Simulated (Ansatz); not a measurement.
One geometry of MnH2S2⁻, that is Mn(SH)2 with one electron more, several levels of theory.

```yaml
crystal:
  periodic: [false, false, false]
  atoms:
    - {symbol: Mn, position_ang: [0.212936, -0.383584, -0.013695]}
    - {symbol: S, position_ang: [0.196233, -0.402877, 2.239377]}
    - {symbol: H, position_ang: [0.564246, 0.900462, 2.341213]}
    - {symbol: S, position_ang: [0.164654, -0.246290, -2.262440]}
    - {symbol: H, position_ang: [-1.138070, 0.132300, -2.304455]}
basis:
  gaussian: {orbitals: def2-TZVPD, initial_orbitals: start.molden}
total_charge: -1
magnetization: {spin_polarized: true, initial_magnetization: 4}
hamiltonian: {xc: r2scan, dispersion: d4}
scf: {omitted_lower_state_checks: [starts]}
output: {orbitals: {seedname: orbitals}}
```

The file start.molden holds the orbitals of an earlier run on this structure, at another level or in another basis.

```sh
$ ansatz run in.yaml --threads 2 --pin off --events-out ev --progress --plain --max-ram 4352MiB
```

Shortened log:

```
Functional definition: r2SCAN
1142 factors; their error is unknown
mean field evaluation 1: about -53026.2217 eV, gradient 6.1e0 eV
mean field evaluation 2: about -53026.2764 eV, gradient 1.1e-1 eV
mean field evaluation 4: about -53026.2523 eV, gradient 1.1e-3 eV
mean field -53026.25226624 eV, -1948.6788282997 hartree, gradient 2.3e-5 eV, S^2 6.174270; 0 other end points of the search recorded, 0 dependent functions left out
reference -53026.25230899 eV, -1948.6788298706 hartree; 32, 28 occupied and 126, 130 virtual orbitals, 1142 factors
Total energy: -53026.28033965 eV, -1948.6798599785 hartree
Checks for a lower state left out: starts
```

Hardware: 2 threads of Intel Xeon 6975P-C on a shared host. Wall time 6 s.

First input, but with `hamiltonian: {xc: pbe0, dispersion: d4}` (abridged; 4.5 s):

```
Functional definition: PBE0
mean field -53014.76490339 eV, -1948.2566755012 hartree, gradient 2.6e-5 eV, S^2 6.194656
Total energy: -53014.86986262 eV, -1948.2605326817 hartree
Checks for a lower state left out: starts
```

As the first input, with `hamiltonian: {xc: pbe, dispersion: d4}` (abridged; 2.8 s):

```
Functional definition: PBE
mean field -53012.59487086 eV, -1948.1769282767 hartree, gradient 1.7e-5 eV, S^2 6.091488
Total energy: -53012.71746772 eV, -1948.1814336280 hartree
Checks for a lower state left out: starts
```

Geometry: PBE-D4/def2-TZVP, that of the neutral sextet.

At r2SCAN-D4/def2-TZVPD, PBE0-D4/def2-TZVPD the charge -1 quintet is spin-contaminated (final ⟨S²⟩ up to 6.19, 6.00 for a pure state). At r2SCAN-D4/def2-TZVPD, PBE0-D4/def2-TZVPD, PBE-D4/def2-TZVPD the highest occupied level of the charge -1 quintet lies above zero (up to 1.01 eV). By energy differences its removal costs 1.47 eV (vertical, to the charge 0 sextet, at PBE-D4/def2-TZVPD); a positive level beside a positive removal energy at the same level points to self-interaction error.
